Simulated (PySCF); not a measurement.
diethyl sulfide cation (C4H10S), SMILES CCSCC (connectivity only; charge and spin as stated), charge +1, multiplicity 2.

Geometry optimised at r2SCAN-D4/def2-SVP. The multiplicity is an assumed one; other spin states were not compared. One conformer was computed; it need not be the lowest.

Method: r2SCAN-D4/def2-SVP run with PySCF 2.14.0.

Frequencies are harmonic and unscaled.

```csv
mode,ν (cm⁻¹),IR (km/mol),moving atoms (share of kinetic energy)
1,47,0.1,"C 48 %, H 30 %, S 22 %"
2,70,1.3,"H 56 %, C 42 %"
3,173,0.1,"H 54 %, C 27 %, S 19 %"
4,223,0.1,"H 87 %, C 11 %"
5,256,0.3,"H 57 %, C 33 %, S 11 %"
6,266,1.3,"C 46 %, H 38 %, S 15 %"
7,364,0.8,"C 55 %, H 28 %, S 17 %"
8,636,1.1,"C 54 %, S 24 %, H 22 %"
9,652,4.8,"C 53 %, S 35 %, H 13 %"
10,672,6.3,"H 79 %, C 19 %"
11,782,9.7,"H 85 %, C 13 %"
12,945,2.2,"C 57 %, H 43 %"
13,961,6.4,"H 88 %, C 12 %"
14,975,4.6,"H 64 %, C 35 %"
15,998,40.3,"H 50 %, C 49 %"
16,1033,0.1,"H 63 %, C 36 %"
17,1094,0.5,"C 53 %, H 46 %"
18,1210,1.1,"H 79 %, C 21 %"
19,1233,6.0,"H 82 %, C 18 %"
20,1246,1.0,"H 83 %, C 17 %"
21,1257,5.3,"H 80 %, C 19 %"
22,1360,26.2,"H 91 %, C 9 %"
23,1372,4.9,"H 85 %, C 15 %"
24,1396,9.2,"H 81 %, C 19 %"
25,1422,14.7,"H 92 %, C 8 %"
26,1443,25.7,H 97 %
27,1461,22.3,H 97 %
28,1465,9.4,H 96 %
29,1466,10.9,H 96 %
30,2986,50.4,H 94 %
31,3051,3.4,H 97 %
32,3051,3.2,"H 91 %, C 9 %"
33,3060,4.0,H 95 %
34,3060,0.3,H 97 %
35,3140,7.9,"H 90 %, C 10 %"
36,3158,15.5,"H 91 %, C 9 %"
37,3165,2.4,"H 90 %, C 10 %"
38,3172,0.2,"H 90 %, C 10 %"
39,3176,0.3,"H 90 %, C 10 %"
```
